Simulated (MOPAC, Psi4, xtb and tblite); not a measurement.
Relaxed torsion scan: C₆H₆S, SMILES C=Cc1cccs1. Scanned: dihedral C1–C2–C3–S7; all other coordinates were relaxed at GFN2-xTB. Points at φ and −φ are mirror images. Heavy atoms are numbered in the order of the SMILES C=Cc1cccs1, hydrogens after them in the order of the atoms that carry them; the mirror image has the same energies with the sign of each dihedral reversed.

Levels of theory: PM6, restricted, heats of formation // GFN2-xTB (MOPAC); AM1, restricted, heats of formation // GFN2-xTB (MOPAC); GFN2-xTB (xtb and tblite); MP2/cc-pVTZ = DF-MP2 (frozen core)/cc-pVTZ // GFN2-xTB (Psi4).

Energies relative to the lowest point of each profile, in kcal/mol:

```tsv
φ / °	PM6	AM1	GFN2-xTB
-165	0.0	0.1	1.0
-150	0.1	0.4	1.6
-105	0.8	2.0	5.1
-15	0.1	0.3	0.3
0	0.1	0.2	0.0
45	0.4	1.1	2.5
60	0.5	1.5	4.0
75	0.7	1.8	5.2
90	0.7	2.0	5.6
135	0.4	1.0	2.6
165	0.0	0.1	1.0
180	0.0	0.0	0.8
```

Question: Predict the corresponding MP2/cc-pVTZ column.

Answer: -165: 1.2; -150: 1.4; -105: 4.1; -15: 0.2; 0: 0.0; 45: 1.9; 60: 3.2; 75: 4.2; 90: 4.6; 135: 2.1; 165: 1.2; 180: 1.1 (kcal/mol).
